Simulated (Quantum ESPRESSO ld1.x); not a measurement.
ld1.x (Quantum ESPRESSO 7.5) input

```
 &input
    zed=63.0,
    iswitch=1,
    rel=1,
    lsd=1,
    dft='PZ',
    config='[Kr] 4d7 5s0 5p0',
    verbosity='high',
    prefix='ld1',
    max_out_wfc=37,
    file_charge='ld1.rho',
 /
```

It prints:

```
     Program LD1 v.7.5 starts

     --------------------------- All-electron run ----------------------------

     scalar relativistic calculation

     atomic number is 63.00
     dft =PZ   lsd =1 sic =0 latt =0  beta=0.20 tr2=1.0E-14
     Exchange-correlation= PZ
                           (   1   1   0   0   0   0   0)
     mesh =2095 r(mesh) = 100.37019 a.u. xmin = -8.00 dx = 0.00800
     1 Ry =  13.60569312 eV, c = 137.03599908

     n l     nl                  e(Ry)          e(Ha)          e(eV)
     1 0     1S 1( 1.00)   -3591.455839326   -1795.727919663 -48864.2460147
     2 0     2S 1( 1.00)    -623.109517492    -311.554758746  -8477.8368770
     2 1     2P 1( 3.00)    -559.710696417    -279.855348208  -7615.2519731
     3 0     3S 1( 1.00)    -167.653539557     -83.826769778  -2281.0426102
     3 1     3P 1( 3.00)    -147.925335432     -73.962667716  -2012.6267190
     4 0     4S 1( 1.00)     -61.820707388     -30.910353694   -841.1135734
     4 1     4P 1( 3.00)     -54.937251515     -27.468625757   -747.4593851
     3 2     3D 1( 5.00)    -121.616114673     -60.808057336  -1654.6715350
     4 2     4D 1( 5.00)     -45.385493151     -22.692746576   -617.5010921
     5 0     5S 1( 0.00)     -30.962625995     -15.481312998   -421.2679876
     5 1     5P 1( 0.00)     -28.194933008     -14.097466504   -383.6116061
     1 0     1S 2( 1.00)   -3591.449875299   -1795.724937650 -48864.1648699
     2 0     2S 2( 1.00)    -622.961295889    -311.480647945  -8475.8202194
     2 1     2P 2( 3.00)    -559.588840632    -279.794420316  -7613.5940407
     3 0     3S 2( 1.00)    -167.554110183     -83.777055091  -2279.6898046
     3 1     3P 2( 3.00)    -147.819941009     -73.909970505  -2011.1927548
     4 0     4S 2( 1.00)     -61.462118152     -30.731059076   -836.2347183
     4 1     4P 2( 3.00)     -54.583680285     -27.291840142   -742.6488035
     3 2     3D 2( 5.00)    -121.480582793     -60.740291397  -1652.8275299
     4 2     4D 2( 2.00)     -45.037370561     -22.518685280   -612.7646429
     5 0     5S 2( 0.00)     -30.803465459     -15.401732730   -419.1024982
     5 1     5P 2( 0.00)     -28.051739349     -14.025869674   -381.6633571

     final scf error:  8.1E-15 reached in  23 iterations

     Etot =  -21362.057123 Ry,  -10681.028562 Ha, -290645.593697 eV
     Total magnetization:    3.00 Bohr mag.

     Ekin =   22905.929132 Ry,   11452.964566 Ha,  311651.042466 eV
     Encl =  -50348.105498 Ry,  -25174.052749 Ha, -685020.872736 eV
     Eh   =    6508.952273 Ry,    3254.476136 Ha,   88558.807173 eV
     Exc  =    -428.833030 Ry,    -214.416515 Ha,   -5834.570601 eV

     normalization and overlap integrals

     s(1S/1S) =  1.000000  <r> =   0.0223  <r2> =    0.0007  r(max) =   0.0142
     s(1S/2S) = -0.022102
     s(1S/3S) = -0.009585
     s(1S/4S) = -0.004876
     s(1S/5S) = -0.002862
     s(2S/2S) =  1.000000  <r> =   0.0952  <r2> =    0.0107  r(max) =   0.0805
     s(2S/3S) = -0.006010
     s(2S/4S) = -0.002923
     s(2S/5S) = -0.001696
     s(2P/2P) =  1.000000  <r> =   0.0839  <r2> =    0.0086  r(max) =   0.0654
     s(2P/3P) = -0.004851
     s(2P/4P) = -0.002270
     s(2P/5P) = -0.001318
     s(3S/3S) =  1.000000  <r> =   0.2492  <r2> =    0.0709  r(max) =   0.2297
     s(3S/4S) = -0.002057
     s(3S/5S) = -0.001145
     s(3P/3P) =  1.000000  <r> =   0.2474  <r2> =    0.0709  r(max) =   0.2242
     s(3P/4P) = -0.001787
     s(3P/5P) = -0.000993
     s(4S/4S) =  1.000000  <r> =   0.5393  <r2> =    0.3269  r(max) =   0.5152
     s(4S/5S) = -0.000817
     s(4P/4P) =  1.000000  <r> =   0.5605  <r2> =    0.3552  r(max) =   0.5320
     s(4P/5P) = -0.000727
     s(3D/3D) =  1.000000  <r> =   0.2250  <r2> =    0.0594  r(max) =   0.1836
     s(3D/4D) = -0.001339
     s(4D/4D) =  1.000000  <r> =   0.5799  <r2> =    0.3848  r(max) =   0.5406
     s(5S/5S) =  1.000000  <r> =   1.0036  <r2> =    1.1220  r(max) =   1.0009
     s(5P/5P) =  1.000000  <r> =   1.0544  <r2> =    1.2426  r(max) =   1.0585
     s(1S/1S) =  1.000000  <r> =   0.0223  <r2> =    0.0007  r(max) =   0.0142
     s(1S/2S) = -0.022104
     s(1S/3S) = -0.009587
     s(1S/4S) = -0.004873
     s(1S/5S) = -0.002849
     s(2S/2S) =  1.000000  <r> =   0.0952  <r2> =    0.0107  r(max) =   0.0805
     s(2S/3S) = -0.006011
     s(2S/4S) = -0.002921
     s(2S/5S) = -0.001688
     s(2P/2P) =  1.000000  <r> =   0.0839  <r2> =    0.0086  r(max) =   0.0649
     s(2P/3P) = -0.004852
     s(2P/4P) = -0.002268
     s(2P/5P) = -0.001312
     s(3S/3S) =  1.000000  <r> =   0.2491  <r2> =    0.0708  r(max) =   0.2297
     s(3S/4S) = -0.002056
     s(3S/5S) = -0.001140
     s(3P/3P) =  1.000000  <r> =   0.2473  <r2> =    0.0708  r(max) =   0.2242
     s(3P/4P) = -0.001786
     s(3P/5P) = -0.000989
     s(4S/4S) =  1.000000  <r> =   0.5395  <r2> =    0.3272  r(max) =   0.5152
     s(4S/5S) = -0.000814
     s(4P/4P) =  1.000000  <r> =   0.5609  <r2> =    0.3558  r(max) =   0.5320
     s(4P/5P) = -0.000723
     s(3D/3D) =  1.000000  <r> =   0.2249  <r2> =    0.0594  r(max) =   0.1836
     s(3D/4D) = -0.001337
     s(4D/4D) =  1.000000  <r> =   0.5808  <r2> =    0.3860  r(max) =   0.5406
     s(5S/5S) =  1.000000  <r> =   1.0071  <r2> =    1.1297  r(max) =   1.0009
     s(5P/5P) =  1.000000  <r> =   1.0584  <r2> =    1.2520  r(max) =   1.0585

     ------------------------ End of All-electron run ------------------------
```

Run on one thread of a shared host, so times are rough (Intel(R) Xeon(R) Processor @ 2.60GHz): 0.79 s of CPU time, 0.81 s wall, 23 iterations on 2095 mesh points.
